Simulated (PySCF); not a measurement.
C₇H₅NO₂S. Atoms are numbered in the order given.

```xyz
16

C     -3.1793     0.0077     0.0000
N     -1.7302     0.0024     0.0000
C     -0.9631    -0.0004     1.1834
O     -1.4213    -0.0089     2.3047
C      0.4478     0.0019     0.7120
C      1.7019     0.0011     1.2608
S      2.8948     0.0014     0.0000
C      1.7019     0.0011    -1.2608
C      0.4478     0.0019    -0.7120
C     -0.9631    -0.0004    -1.1834
O     -1.4213    -0.0089    -2.3047
H     -3.5288    -0.5065    -0.9045
H     -3.5288    -0.5065     0.9045
H     -3.5711     1.0375     0.0000
H      2.0002     0.0002     2.3077
H      2.0002     0.0002    -2.3077
```

Geometry: TPSSh-D3(BJ)/def2-SVP. The geometry has at least one imaginary mode, so it is a saddle point at that level.

Level of theory: TDDFT-M06-2X/def2-SVP (PySCF).

Vertical excitations. Gas-phase values at a fixed geometry. State labels are in the subgroup Cs.

Computed excitation energies, oscillator strengths and character:
```json
[
 {"state": "S1", "symmetry": "A'", "energy (eV)": "4.36", "λ (nm)": "285", "f": "0.000", "main pairs": "HOMO−3→LUMO 84 %"},
 {"state": "S2", "symmetry": "A\"", "energy (eV)": "4.74", "λ (nm)": "262", "f": "0.001", "main pairs": "HOMO−4→LUMO 67 %, HOMO−3→LUMO+1 16 %"},
 {"state": "S3", "symmetry": "A\"", "energy (eV)": "5.02", "λ (nm)": "247", "f": "0.010", "main pairs": "HOMO→LUMO 93 %"},
 {"state": "S4", "symmetry": "A'", "energy (eV)": "5.38", "λ (nm)": "230", "f": "0.000", "main pairs": "HOMO−1→LUMO 57 %, HOMO→LUMO+1 36 %"},
 {"state": "S5", "symmetry": "A\"", "energy (eV)": "5.84", "λ (nm)": "212", "f": "0.013", "main pairs": "HOMO−1→LUMO+1 90 %"},
 {"state": "S6", "symmetry": "A'", "energy (eV)": "6.13", "λ (nm)": "202", "f": "0.618", "main pairs": "HOMO→LUMO+1 54 %, HOMO−1→LUMO 41 %"},
 {"state": "S7", "symmetry": "A\"", "energy (eV)": "6.39", "λ (nm)": "194", "f": "0.331", "main pairs": "HOMO−2→LUMO 90 %"},
 {"state": "S8", "symmetry": "A'", "energy (eV)": "6.51", "λ (nm)": "191", "f": "0.008", "main pairs": "HOMO−2→LUMO+1 64 %, HOMO−4→LUMO+1 24 %"},
 {"state": "S9", "symmetry": "A\"", "energy (eV)": "6.55", "λ (nm)": "189", "f": "0.001", "main pairs": "HOMO−3→LUMO+1 74 %, HOMO−4→LUMO 19 %"},
 {"state": "S10", "symmetry": "A'", "energy (eV)": "6.59", "λ (nm)": "188", "f": "0.001", "main pairs": "HOMO−4→LUMO+1 59 %, HOMO−2→LUMO+1 26 %"},
 {"state": "T1", "symmetry": "A\"", "energy (eV)": "4.02", "λ (nm)": "309", "f": "0", "main pairs": "HOMO−1→LUMO+1 87 %"},
 {"state": "T2", "symmetry": "A'", "energy (eV)": "4.04", "λ (nm)": "307", "f": "0", "main pairs": "HOMO−3→LUMO 82 %"},
 {"state": "T3", "symmetry": "A'", "energy (eV)": "4.33", "λ (nm)": "286", "f": "0", "main pairs": "HOMO−1→LUMO 48 %, HOMO→LUMO+1 35 %, HOMO−2→LUMO+1 13 %"},
 {"state": "T4", "symmetry": "A\"", "energy (eV)": "4.34", "λ (nm)": "286", "f": "0", "main pairs": "HOMO→LUMO 41 %, HOMO−2→LUMO 32 %, HOMO−4→LUMO 13 %"}
]
```
Triplets are in the Tamm–Dancoff approximation, which puts them higher than full response would, so one can lie above its singlet here.
